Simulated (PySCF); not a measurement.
C7H10OSi.
Bonds: C1–C2, C2–C3 (aromatic), C3–C4 (aromatic), C4–C5 (aromatic), C5–O6, O6–Si7, C5–C8 (aromatic), C8–C9 (aromatic), C2–C9 (aromatic). Hydrogens: H10, H11, H12 on C1; H13 on C3; H14 on C4; H15, H16, H17 on Si7; H18 on C8; H19 on C9.

Computed with PySCF at wB97X-D/def2-SVPD, non-relativistic, on one gas-phase PBE0-D3(BJ)/def2-SVP geometry that isn't relaxed in the solvent. The solvent is an IEF-PCM continuum (cavity from Bondi-type radii × 1.2), and excitations are vertical TDDFT with non-equilibrium linear response and a frozen core. Specific hydrogen bonds and non-electrostatic terms are outside this model.

Gas-phase singlets (H = HOMO, L = LUMO):

```tsv
state	E (eV)	λ (nm)	f	leading configuration
S1	5.094	243	0.027	H→L 80%
S2	5.873	211	0.133	H→L+1 76%
S3	6.362	195	0.001	H→L+2 71%
S4	6.789	183	0.002	H→L+3 44%
S5	6.855	181	0.848	H-1→L 75%
```

What are the lowest 5 singlets in benzene (ε = 2.271)?

```
state  E (eV)  λ (nm)      f  leading configuration  change by rank (eV)
   S1   5.071     244  0.046                H→L 83%               -0.023
   S2   5.827     213  0.195              H→L+1 80%               -0.046
   S3   6.376     194  0.003              H→L+2 76%               +0.014
   S4   6.659     186  0.993              H-1→L 79%               -0.130
   S5   6.778     183  0.500            H-1→L+1 81%               -0.077
```

How does the list change in water (ε = 78.36)?

```
state  E (eV)  λ (nm)      f  leading configuration  change by rank (eV)
   S1   5.089     244  0.040                H→L 82%               -0.005
   S2   5.851     212  0.177              H→L+1 79%               -0.022
   S3   6.398     194  0.003              H→L+2 83%               +0.036
   S4   6.726     184  0.951              H-1→L 78%               -0.063
   S5   6.843     181  0.463            H-1→L+1 80%               -0.012
```

How do the frontier levels move from gas to water?

```
orbital  gas (eV)  solvent (eV)  change (eV)                      Löwdin shares, gas                 Löwdin shares, solvent
 LUMO+2      1.95          2.02        +0.07  Si7 41 %, H17 13 %, H16 13 %, H15 12 %  Si7 37 %, O6 13 %, H17 11 %, H16 11 %
 LUMO+1      1.77          1.71        -0.06       C2 20 %, C5 19 %, C3 11 %, C8 9 %     C2 20 %, C5 20 %, C3 11 %, C8 10 %
   LUMO      1.39          1.32        -0.07      C9 18 %, C4 18 %, C3 17 %, C8 17 %     C9 19 %, C4 18 %, C3 18 %, C8 17 %
   HOMO     -8.15         -8.24        -0.09      C2 20 %, C5 16 %, O6 16 %, C4 10 %     C2 20 %, C5 16 %, O6 16 %, C4 10 %
 HOMO-1     -9.13         -9.23        -0.10      C3 21 %, C8 21 %, C4 20 %, C9 19 %     C3 21 %, C8 21 %, C4 20 %, C9 19 %
 HOMO-2    -10.93        -10.95        -0.02       O6 29 %, Si7 12 %, C5 9 %, C8 8 %      O6 26 %, Si7 14 %, C5 9 %, C8 8 %
 HOMO-3    -11.12        -11.12         0.00   O6 22 %, Si7 17 %, H16 11 %, H17 11 %  Si7 20 %, O6 20 %, H16 13 %, H17 13 %
```

The HOMO–LUMO gap goes from 9.54 to 9.55 eV.

The values belong to the conformer `[CH3:1][c:2]1[cH:3][cH:4][c:5]([O:6][SiH3:7])[cH:8][cH:9]1`: C4–C5–O6–Si7 180°.
